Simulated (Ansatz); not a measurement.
Start from `CBO[SiH2]F` and change one atom or group to get `F[SiH2]OC[SeH]`.

Ansatz, PBE0-D4/def2-TZVP geometries, multiplicity 1. Each molecule was computed in one conformer, which needn't be the lowest.

Scalar relativity is left out up to krypton.

```
                                      property  `CBO[SiH2]F`
         HOMO energy (ωB97M-V/def2-TZVPP) / eV        -10.91
         HOMO–LUMO gap (B3LYP/def2-TZVPP) / eV          7.82
            HOMO energy (PBE0/def2-TZVPP) / eV         -8.55
size of the dipole moment (PBE/def2-TZVPP) / D          1.16
            LUMO energy (PBE0/def2-TZVPP) / eV         -0.30
         LUMO energy (ωB97M-V/def2-TZVPP) / eV          1.64
```

(1) What does the change do to each property? (An estimate is asked.)

## Answers

(1) Computed: 
```
                                      property  `F[SiH2]OC[SeH]`  shift
         HOMO energy (ωB97M-V/def2-TZVPP) / eV             -9.28   1.63
         HOMO–LUMO gap (B3LYP/def2-TZVPP) / eV              6.36  -1.46
            HOMO energy (PBE0/def2-TZVPP) / eV             -7.07   1.48
size of the dipole moment (PBE/def2-TZVPP) / D              1.35   0.19
            LUMO energy (PBE0/def2-TZVPP) / eV             -0.20   0.10
         LUMO energy (ωB97M-V/def2-TZVPP) / eV              1.62  -0.02
```

With PBE0 the HOMO rises by 1.48 eV and the LUMO rises by 0.10 eV, so the gap narrows by about 1.38 eV. PBE moves the HOMO by 1.18 eV and ωB97M-V by 1.63 eV. Dipoles are sizes alone; their direction can turn.

B3LYP here is the variant with VWN-RPA as its local correlation; programs differ in this.

Spin–orbit coupling is left out; it splits and shifts lone-pair levels of the heavy atoms by tenths of an eV.
